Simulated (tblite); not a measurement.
C₇H₈N (doublet state).
Cartesian coordinates in Å at the GFN2-xTB level; atoms count from 1:
```xyz
16
C7H8N angstrom
N     -3.195   -0.540   -1.482
C     -2.242   -0.305   -0.861
C     -1.125   -0.033   -0.124
C     -0.580    1.348   -0.025
C      0.922    1.353    0.022
C      1.658    0.255    0.035
C      1.078   -1.125    0.034
C     -0.365   -1.109    0.565
H     -0.934    1.964   -0.858
H     -0.953    1.827    0.893
H      1.379    2.332    0.031
H      2.737    0.321    0.034
H      1.091   -1.520   -0.988
H      1.688   -1.790    0.648
H     -0.327   -0.889    1.638
H     -0.840   -2.081    0.425
```

Computed values, GFN2-xTB/tblite, gas phase, harmonic and unscaled. This tight-binding method is rough: wavenumbers can miss measured ones by several per cent, in bad cases by 10 to 20. One conformer, not necessarily the lowest. Open shells enter through the occupations alone, without spin polarisation, and single modes of such species can be off by tens of per cent.

Harmonic wavenumbers (cm⁻¹): 51.9, 122.0, 172.1, 280.2, 359.3, 373.6, 458.8, 491.7, 550.3, 685.2, 720.2, 777.2, 890.3, 912.9, 921.8, 957.2, 982.6, 1006.1, 1078.5, 1113.9, 1124.7, 1156.9, 1200.8, 1244.2, 1273.4, 1281.1, 1321.0, 1342.7, 1387.3, 1430.8, 1458.3, 1467.9, 1728.0, 2223.2, 2852.7, 2915.6, 2940.3, 2953.3, 2977.6, 2999.3, 3064.5, 3079.8.

A = 4255, B = 1561, C = 1254 MHz; mass 106.066 u (most abundant isotopes); point group C1, symmetry number 1; spin multiplicity 2.

Task: Zero-point energy?

Result: Half the sum of the wavenumbers: 28165 cm⁻¹ = 336.92 kJ/mol.

Task: Give the ideal-gas entropy at 273.15 K and 1 bar in the rigid-rotor, harmonic-oscillator model (classical rotation).

Result: Translation 165.20, rotation 116.26, vibration 67.60, spin (R ln 2) 5.76: S = 354.8 J/(mol K).

Task: And Cp and H(273.15 K) − H(0)?

Result: Cp = 115.07 J/(mol K), of which vibrations give 81.81 (their classical limit is 42 R = 349.2); H(273.15 K) − H(0) = 19.32 kJ/mol without the zero-point energy, 10.23 from vibrations.

Task: What must be added to the electronic energy to get the Gibbs energy at 273.15 K and 1 bar?

Result: ZPE + [H(273.15 K) − H(0)] − T·S = 336.92 + 19.32 − 96.92 = 259.32 kJ/mol.

Task: How do the functions run with temperature in this model?

Result: 
```
 T (K)  S (J/(mol K))  Cp (J/(mol K))  H − H(0) (kJ/mol)  G − H(0) (kJ/mol)  ln q(vib)
   150          300.0            73.4               7.80             -37.20       1.68
   250          345.0           106.6              16.75             -69.50       3.25
298.15          365.3           124.3              22.31             -86.61       4.04
   400          407.1           161.2              36.88            -125.95       5.80
   600          484.1           218.9              75.25            -215.19       9.44
   900          584.2           273.9             149.89            -375.89      14.92
```

q(vib) and H(0) count from the zero-point level.

Task: Which modes carry the vibrational entropy at 273.15 K?

Result: 51.9 cm⁻¹: 19.12; 122.0 cm⁻¹: 12.13; 172.1 cm⁻¹: 9.41; 280.2 cm⁻¹: 5.79; 359.3 cm⁻¹: 4.15; 373.6 cm⁻¹: 3.91 J/(mol K); the other 36 give 13.08 together.

Hindered rotation and anharmonicity are outside this model. Other conformers, if any are populated, would add a mixing term that is left out. The structure is chiral; the term R ln 2 for an equal mix with its mirror image is left out.

On one thread, Arm Neoverse V1 (aarch64), no GPU, shared host, this took 0.47 s. The figure is for the frequency step alone.
